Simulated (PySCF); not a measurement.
Relaxation of singlet [Y3O]+

Level of theory: B3LYP/[O def2-SVP, Y def2-SVP with ECP28], scalar-relativistic core potentials, density fitting, no spin–orbit coupling, PySCF. A (50,194) grid was used.

A start displaced from a saddle point along its imaginary mode, of Cs symmetry, held to at least that symmetry:

```xyz
4
charge 1 multiplicity 1, angstrom
O    -0.2264    0.0000   -0.6242
Y     0.2500    0.0000    1.5617
Y     1.9873    0.0000   -0.5891
Y    -2.1966    0.0000   -0.8604
```

Optimiser trace:
| step | E − E(last) (kJ/mol) | largest gradient (Eh/bohr) |
| --- | --- | --- |
| 0 | 8.68 | 0.01485 |
| 1 | 5.27 | 0.01081 |
| 2 | 0.99 | 0.00302 |
| 3 | 0.71 | 0.00277 |
| 4 | 0.58 | 0.00183 |
| 5 | 0.50 | 0.00144 |
| 6 | 0.44 | 0.00157 |
| 7 | 0.34 | 0.00278 |
| 8 | 0.20 | 0.00325 |
| 9 | 0.07 | 0.00209 |
| 10 | 0.01 | 0.00098 |
| 11 | 0.00 | 0.00047 |
| 12 | 0.00 | 0.00028 |

It ends at Cs with O–Y 2.018 Å, O–Y 2.181 Å, O–Y 2.198 Å, Y–Y 2.863 Å, Y–Y 3.643 Å; O–Y–Y 28.8°, O–Y–Y 31.7°, O–Y–Y 48.9°, O–Y–Y 49.4°, Y–O–Y 81.7°, Y–O–Y 119.5°, Y–O–Y 158.8°, Y–Y–Y 77.7° (after a last refinement on a finer grid). A frequency run shows a minimum. Other isomers or separated fragments may lie lower.

Final geometry:
Coordinates in bohr (charge 1 multiplicity 1):
```
O    -0.4487    0.0000   -0.8247
Y     0.5654    0.0000    3.2031
Y     3.6527    0.0000   -1.2409
Y    -4.1250    0.0000   -1.8368
```

Stability towards spin polarisation was not tested.

The relaxation took of the order of 2.8 core-minutes on a shared host.
